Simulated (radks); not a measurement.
Coulomb parameter of the 5d shell of neutral rhenium in the model configuration [Xe] 4f14 5d6 6s1, as a second difference U = [E(n + 0.25) + E(n - 0.25) - 2 E(n)] / (0.25)^2 with all orbitals relaxed. "Bare": the charge of the atom changes with n. "Screened": the 6s shell takes up the change at fixed total charge, which measures U(5d,5d) + U(6s,6s) - 2 U(5d,6s). Method: scalar-relativistic Kohn-Sham, PBE, spin-unpolarised, spherical densities, finite nucleus; Fermi nuclear charge, rms radius 5.3698 fm; computed with a radial shooting solver on a logarithmic mesh with Libxc functionals.

case,configuration,E - E(n) (eV)
start,[Xe] 4f14 5d6 6s1,0.000
bare +0.25,[Xe] 4f14 5d6.25 6s1,-0.764
bare -0.25,[Xe] 4f14 5d5.75 6s1,1.253
screened +0.25,[Xe] 4f14 5d6.25 6s0.75,0.341
screened -0.25,[Xe] 4f14 5d5.75 6s1.25,-0.301

U(bare) = 7.837 eV, U(screened by 6s) = 0.641 eV, against the Slater integral F0(5d,5d) = 12.336 eV with frozen orbitals. The step up makes a negative ion, whose loosely bound charge lowers the bare value.
